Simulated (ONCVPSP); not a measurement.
# Transferability test, ONCV potential for ruthenium

- Element: ruthenium
- Generator: ONCVPSP 4.0.1
- Type: optimised norm-conserving Vanderbilt (ONCV)
- Functional: Wu-Cohen
- Relativity: scalar-relativistic
- Frozen core: [Ar] 3d10
- Valence charge: 16
- Reference configuration: 4s2 4p6 4d7 5s1
- Partial waves: 4s+5s: rc 2.00 bohr, ncon 4, nbas 9, qcut 5.9 1/bohr, 2 projectors; 4p: rc 1.10 bohr, ncon 3, nbas 6, qcut 9.1 1/bohr, 2 projectors, debl 3 Ha; 4d: rc 2.25 bohr, ncon 4, nbas 9, qcut 6.1 1/bohr, 2 projectors, debl 3.8 Ha
- Local potential: polynomial inside 0.90 bohr (lpopt 5, dvloc0 0 Ha)
- Core correction: polynomial model core, fcfact 0.35

Energies are relative to the spin-unpolarised reference configuration 4s2 4p6 4d7 5s1; without spin polarisation the order of configurations can differ from experiment.

| valence configuration | charge | ΔE all-electron (eV) | error AE − PS (meV) |
| --- | --- | --- | --- |
| 4s2 4p6 4d7 5s0 | +1 | 7.286 | -0.4 |
| 4s2 4p6 4d6 5s0 | +2 | 25.474 | -0.3 |
| 4s2 4p6 4d5 5s0 | +3 | 56.095 | +61 |
| 4s2 4p6 4d7.5 5s0.5 | 0 | -0.315 | +0.9 |

Levels in the configuration 4s2 4p6 4d7.5 5s0.5:

```
level  all-electron (eV)  pseudo (eV)
   4s            -74.877      -74.923
   4p            -44.982      -44.992
   4d             -4.118       -4.121
   5s             -3.795       -3.791
```

Note: no bound ghost flagged; GHOST(+) flagged for s at 28.1 eV.
